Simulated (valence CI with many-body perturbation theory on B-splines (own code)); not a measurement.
# E1 line list for C I

Level of theory: configuration interaction combined with many-body perturbation theory (CI+MBPT): four valence electrons over a frozen Dirac-Fock core [He], radial functions for each j: 11 s, 11 p, 9 d, 7 f, 5 g, 2 h, 1 i, with the one-electron correlation potential Σ1, the two-electron term Σ2, the three-electron term Σ3, Breit, model QED; selected CI, second order for the rest, scaled by the run's own slope (own B-spline code, finite nucleus).

Set against measurement, 36 paired levels are off by 37 cm⁻¹ on average, the worst by 83. These come from a selection out of the NIST Handbook of Basic Atomic Spectroscopic Data. Levels without a partner in it may be off by more. Among the levels kept, up to 900 cm⁻¹ of a level comes from second order outside the variational space, and about a tenth of that is noise between levels of different J, which matters for small intervals.

Lines 51 to 100 of 248 in falling wavelength, among levels below 86306 cm⁻¹, chosen from the strongest by gf and those to the six lowest levels. Wavelengths and rates use the calculated energies, so an error of 40 cm⁻¹ moves a line at 2526 nm by 1 % and its rate by three times that or more. Electric multipoles are in the length gauge, E1 and E2 with the static RPA response of the core. Weak lines are less certain than strong ones. Lines between different terms over intervals too small for the method are left out, as are lines whose strength nearly cancels. Where a level lies close to another of its J and parity, the split of strength between their lines is uncertain. The highest levels of a list are the least certain.

Names give the largest LS component (configuration and term), which can be under half, so a name can repeat, a term be missing and a line seem to break the LS rules; names also repeat where a configuration has a term twice.

| λ vac (nm) | λ from measured levels | Upper | Lower | A (s⁻¹) | S (a.u.) |
| --- | --- | --- | --- | --- | --- |
| 3154 |  | 2s²2p4p ³P_1 | 2s²2p4s ³P°_2 | 9.57e+05 | 4.45e+01 |
| 3143 |  | 2s²2p4p ³P_0 | 2s²2p4s ³P°_1 | 1.73e+06 | 2.65e+01 |
| 3139 |  | 2s²2p4p ³P_2 | 2s²2p4s ³P°_2 | 1.50e+06 | 1.15e+02 |
| 3108 |  | 2s²2p4p ³P_2 | 2s²2p4s ³P°_1 | 4.20e+05 | 3.11e+01 |
| 3090 |  | 2s²2p4p ¹D_2 | 2s²2p3d ¹F°_3 | 1.66e+06 | 1.21e+02 |
| 2906 |  | 2s²2p4p ¹D_2 | 2s²2p4s ¹P°_1 | 3.36e+06 | 2.04e+02 |
| 2885 |  | 2s²2p4d ¹P°_1 | 2s²2p4p ¹P_1 | 3.75e+06 | 1.33e+02 |
| 2876 |  | 2s²2p4p ¹D_2 | 2s²2p3d ³D°_1 | 4.24e+05 | 2.49e+01 |
| 2526 | 2584 | 2s2p³ ³P°_2 | 2s²2p3p ³P_2 | 6.69e+05 | 2.66e+01 |
| 2525 |  | 2s²2p4p ¹S_0 | 2s²2p4s ¹P°_1 | 6.42e+06 | 5.10e+01 |
| 2309 |  | 2s²2p4s ¹P°_1 | 2s²2p3p ¹S_0 | 2.22e+06 | 4.06e+01 |
| 2190 |  | 2s²2p4f ³F_3 | 2s²2p3d ³P°_2 | 7.73e+05 | 2.80e+01 |
| 2148 |  | 2s²2p4f ¹D_2 | 2s²2p3d ³P°_1 | 1.75e+06 | 4.27e+01 |
| 2146 |  | 2s²2p4f ³D_3 | 2s²2p3d ³P°_2 | 5.89e+06 | 2.01e+02 |
| 2137 |  | 2s²2p4f ³D_2 | 2s²2p3d ³P°_1 | 3.16e+06 | 7.61e+01 |
| 2137 |  | 2s²2p4f ³D_1 | 2s²2p3d ³P°_1 | 2.93e+06 | 4.24e+01 |
| 2136 |  | 2s²2p4f ³D_1 | 2s²2p3d ³P°_0 | 3.87e+06 | 5.58e+01 |
| 2135 |  | 2s²2p4f ³D_2 | 2s²2p3d ³P°_2 | 1.05e+06 | 2.53e+01 |
| 2113 | 2103 | 2s²2p3d ¹P°_1 | 2s²2p3p ¹S_0 | 2.11e+06 | 2.94e+01 |
| 1970 | 1973 | 2s²2p3d ¹D°_2 | 2s²2p3p ¹D_2 | 1.92e+06 | 3.63e+01 |
| 1895 |  | 2s²2p4f ¹D_2 | 2s²2p3d ¹P°_1 | 5.13e+06 | 8.62e+01 |
| 1886 |  | 2s²2p4f ³D_2 | 2s²2p3d ¹P°_1 | 4.04e+06 | 6.70e+01 |
| 1856 |  | 2s²2p4f ³F_4 | 2s²2p3d ¹F°_3 | 9.83e+05 | 2.79e+01 |
| 1835 |  | 2s²2p4f ³G_4 | 2s²2p3d ¹F°_3 | 4.09e+06 | 1.12e+02 |
| 1825 |  | 2s²2p4f ¹G_4 | 2s²2p3d ¹F°_3 | 9.02e+06 | 2.44e+02 |
| 1822 |  | 2s²2p4p ³D_3 | 2s2p³ ³P°_2 | 9.90e+05 | 2.07e+01 |
| 1809 |  | 2s²2p5d ³F°_3 | 2s²2p4p ³D_2 | 9.34e+05 | 1.91e+01 |
| 1785 |  | 2s²2p4f ³F_4 | 2s²2p3d ³D°_3 | 6.73e+06 | 1.70e+02 |
| 1784 |  | 2s²2p4f ³F_3 | 2s²2p3d ³D°_2 | 5.76e+06 | 1.13e+02 |
| 1784 |  | 2s²2p4f ³F_2 | 2s²2p3d ³D°_2 | 1.39e+06 | 1.94e+01 |
| 1782 |  | 2s²2p4f ¹F_3 | 2s²2p3d ³D°_2 | 2.43e+06 | 4.75e+01 |
| 1778 |  | 2s²2p4f ³F_2 | 2s²2p3d ³D°_1 | 1.01e+07 | 1.40e+02 |
| 1766 |  | 2s²2p4f ³G_4 | 2s²2p3d ³D°_3 | 5.24e+06 | 1.28e+02 |
| 1763 |  | 2s²2p4f ³G_3 | 2s²2p3d ³D°_2 | 2.85e+06 | 5.39e+01 |
| 1760 |  | 2s²2p4f ¹D_2 | 2s²2p4s ¹P°_1 | 1.56e+06 | 2.10e+01 |
| 1758 |  | 2s²2p4f ³D_3 | 2s²2p3d ³D°_3 | 2.73e+06 | 5.12e+01 |
| 1755 |  | 2s²2p4f ¹D_2 | 2s²2p3d ³D°_2 | 1.80e+06 | 2.40e+01 |
| 1754 |  | 2s²2p4f ³F_4 | 2s²2p3d ³F°_3 | 6.34e+06 | 1.52e+02 |
| 1750 |  | 2s²2p4s ¹P°_1 | 2s²2p3p ¹D_2 | 7.16e+06 | 5.68e+01 |
| 1749 |  | 2s²2p4f ¹F_3 | 2s²2p3d ³F°_2 | 5.66e+06 | 1.05e+02 |
| 1746 |  | 2s²2p4f ³G_4 | 2s²2p3d ³F°_4 | 1.62e+06 | 3.82e+01 |
| 1738 |  | 2s²2p4f ³G_5 | 2s²2p3d ³F°_4 | 1.46e+07 | 4.16e+02 |
| 1736 |  | 2s²2p4f ³G_4 | 2s²2p3d ³F°_3 | 3.50e+06 | 8.12e+01 |
| 1736 |  | 2s²2p4f ³G_3 | 2s²2p3d ³F°_3 | 1.30e+06 | 2.35e+01 |
| 1731 |  | 2s²2p4f ³G_3 | 2s²2p3d ³F°_2 | 7.69e+06 | 1.38e+02 |
| 1727 |  | 2s²2p4f ¹G_4 | 2s²2p3d ³F°_3 | 4.44e+06 | 1.01e+02 |
| 1704 |  | 2s²2p4f ³D_3 | 2s²2p4s ³P°_2 | 2.18e+06 | 3.72e+01 |
| 1690 |  | 2s²2p3d ¹F°_3 | 2s²2p3p ¹D_2 | 1.24e+07 | 2.07e+02 |
| 1669 |  | 2s²2p4p ³P_2 | 2s2p³ ³P°_2 | 1.38e+06 | 1.59e+01 |
| 1607 |  | 2s²2p4f ³F_3 | 2s²2p3d ¹D°_2 | 5.50e+06 | 7.88e+01 |
